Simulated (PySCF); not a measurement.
Species: C6H14N2.
Z-matrix (Å and degrees, GFN2-xTB geometry), rows numbered from 1:
```
C 
N   1  1.4469
N   2  1.4130  1  112.41
C   3  1.4519  2  109.75  1  -149.85
C   4  1.5245  3  109.58  2   170.40
C   5  1.5250  4  109.93  3    59.10
C   6  1.5248  5  109.08  4   -55.65
C   3  1.4533  2  114.12  1    85.03
H   1  1.0994  2  114.53  3   -66.50
H   1  1.0883  2  107.72  3    54.30
H   1  1.0889  2  108.10  3   172.20
H   2  1.0254  1  110.56  3   125.42
H   4  1.1056  3  111.35  2   -68.12
H   4  1.0912  3  107.24  2    50.06
H   5  1.0912  4  109.60  3  -179.05
H   5  1.0906  4  108.78  3   -60.61
H   6  1.0931  5  109.54  4    64.27
H   6  1.0914  5  110.35  4  -176.93
H   7  1.0917  6  110.70  5   176.59
H   7  1.0911  6  109.44  5   -63.88
H   8  1.0938  3  108.50  2   -53.29
H   8  1.1085  3  111.08  2    65.44
```

Computed at PBE0/pcSseg-1 (PySCF, non-relativistic), with Q(14N) = 0.02044 b: N2, 14N (I = 1): χzz = -6.988 MHz, η = 0.351; N3, 14N (I = 1): χzz = -6.671 MHz, η = 0.371.

Q: Find the zero-field quadrupole resonance frequencies of 14N at N2.

A: From ν± = (3/4)|χ|(1 ± η/3) and ν0 = |χ|η/2: ν+ 5.854 MHz, ν− 4.628 MHz, ν0 1.226 MHz (hydrazine nitrogen).

Q: Where would the pure quadrupole (NQR) lines of 14N at N3 fall for the rigid, isolated species?

A: From ν± = (3/4)|χ|(1 ± η/3) and ν0 = |χ|η/2: ν+ 5.623 MHz, ν− 4.384 MHz, ν0 1.238 MHz (hydrazine nitrogen).

In a crystal, neighbours and librations shift these lines. GFN2-xTB bond lengths can be off by several hundredths of an ångström, more for odd bonds, and the gradients follow them. The small basis limits the accuracy of the gradients.

One conformer stands for the species.
